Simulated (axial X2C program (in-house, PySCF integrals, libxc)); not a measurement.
# HfN⁻: properties at the nuclei

Calculated with an axial X2C code built on PySCF integrals: two-component X2C with atomic mean-field Coulomb and Gaunt terms, Gaussian nuclei, basis Hf dyall-acv3z, N dyall-av3z with contracted cores.

R = 1.731 Å (near the PBE0 minimum at charge -1 of the determinant lowest at the starting distance; the state shown can have its own minimum elsewhere).

Input and command:
```json
{"zs": [72, 7], "q": -1, "bas": ["dyall-acv3z", "dyall-av3z"], "r0": 1.88, "levels": ["PBE0", "HF", "PBE", "r2SCAN", "BP86"], "nst": 3}
```
```bash
python soeom.py task.json out
```

Keys: zs atomic numbers; q charge; bas basis sets; r0 starting distance in Å; levels methods; nst determinants followed.

Determinant lowest in the PBE0 search, Ω = 0 (closed shell), highest spinor 59% Hf s, 16% Hf d, 10% N p:

```
 level  qzz Hf (a.u.)  qzz N (a.u.)
  PBE0          -7.98         -0.48
    HF          -6.57         -0.67
   PBE          -8.56         -0.42
r2SCAN          -8.17         -0.45
  BP86          -8.66         -0.43
```

Determinant 1.48 eV from it at PBE0 and this distance, Ω = 2 (⟨Sz⟩ = 0.99, ⟨Lz⟩ = 1.01 at PBE0), spin on the atoms Hf 1.02, N -0.03:

| level | Eeff magnitude (GV/cm) | Ws magnitude Hf (kHz) | A∥/gI Hf (MHz) | qzz Hf (a.u.) | A∥/gI N (MHz) | qzz N (a.u.) |
| --- | --- | --- | --- | --- | --- | --- |
| PBE0 | 30 | 14.1 | 2160 | -6.08 | 8.46 | -0.52 |
| HF | 42.4 | 19.7 | 1710 | -4.27 | -25.7 | -0.64 |
| PBE | 25.3 | 12.1 | 2070 | -6.88 | 11 | -0.42 |
| r2SCAN | 29.4 | 13.9 | 2140 | -6.23 | 10.3 | -0.47 |
| BP86 | 25.3 | 12 | 2170 | -6.95 | 12 | -0.43 |

Eeff is the effective electric field on the electron electric dipole moment in this Ω state and Ws the scalar–pseudoscalar constant of the nucleus named (defined with the proton number Z and per Ω); A∥ (defined per Ω) follows by multiplying with gI = μI/(I μN); qzz is the electric field gradient, eQq0 = 234.96 MHz × Q/barn × qzz. The operators were transformed with the bare-nucleus X2C matrices; with these basis sets, hyperfine constants and field gradients can be off by tens of per cent, and where levels differ in sign neither size nor sign is settled.

Q: With Q(177Hf) = 3.365 barn, Q(14N) = 0.02044 barn (Q from Pyykkö, Mol. Phys. 2018), turn the PBE0 values of the first state into constants in MHz.

A: eQq0(177Hf) = 234.96 × (3.365) × (-7.98) = -6310 MHz; eQq0(14N) = 234.96 × (0.02044) × (-0.48) = -2.31 MHz.

Each state is one determinant with collinear spin, which with several unpaired electrons need not be a pure state. Unrestricted Hartree–Fock can overshoot spin polarisation at the nuclei. For an anion, determinants above electron detachment, or with a positive highest level, are held by the basis set. With several open shells hyperfine constants can be off by a factor of several. Open-shell Ω = 0 determinants with evenly filled partner blocks cannot be reached by this program, so the Ω shown need not be the lowest component. The search compared states at one distance, so a state with another bond length can lie lower. Further determinants of the search, some of them spin-mixed, are not shown. PBE0 term energies can be off by some tenths of an eV.
